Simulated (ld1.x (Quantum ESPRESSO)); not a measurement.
## Ca (Z = 20), RRKJ: configuration errors across variants

```json
{
 "Element": "calcium",
 "Generator": "ld1.x (Quantum ESPRESSO) 7.5",
 "Type": "norm-conserving RRKJ (Kleinman–Bylander form)",
 "Functional": "LDA (PZ)",
 "Relativity": "scalar-relativistic",
 "Frozen core": "[Ar]",
 "Valence charge": "2",
 "Reference configuration": "3d0.5 4s1.5 4p0",
 "Partial waves": "4p (bound, empty): rc 3.05 bohr; 3d (bound): rc 2.35 bohr; 4s (bound): rc 2.60 bohr",
 "Local potential": "the s channel",
 "Core correction": "a·sin(br)/r model core inside 1.90 bohr",
 "rho0": "0.001"
}
```

All-electron excitation energies from the reference (eV): (1) 3d0 4s2 4p0 -1.022; (2) 3d0 4s1 4p0 5.440; (3) 3d0 4s1.5 4p0 1.544; (4) 3d1 4s1 4p0 1.220; (5) 3d0 4s1 4p1 1.469; (6) 3d0 4s0 4p1 8.563; (7) 3d0 4s0 4p2 4.095; (8) 3d0.5 4s1.5 4p0 spin -0.099; (9) 3d0 4s1 4p0 spin 5.233.

Spin tests fill each open shell by Hund’s rule, majority spin first.

2 further variants failed, have other tests or too few solved ones, and are left out.

Errors AE − PS in meV (a dash: test not solved or not reliable):

```csv
change,(1),(2),(3),(4),(5),(6),(7),(8),(9),bound ghosts
base,-15,-24,-16,-11,-33,-72,-68,+9.8,-31,none
"all radii but the core radius scaled by about 1.16 (s 3.00, p 3.52, d 2.72 bohr)",-3.5,-11,-4.8,-6.2,-25,-61,-65,+10,-16,none
"all radii but the core radius scaled by about 1.26 (s 3.28, p 3.84, d 2.96 bohr)",+7.2,+2.8,+7.0,-1.4,-16,-57,-63,+11,-2.4,none
```

(1) Give the same row for: all radii but the core radius scaled by about 1.39 (s 3.62, p 4.24, d 3.28 bohr).

Results:

(1) +26, +28, +28, +7.6, +4.6, -41, -48, +13, +21; bound ghosts: none.
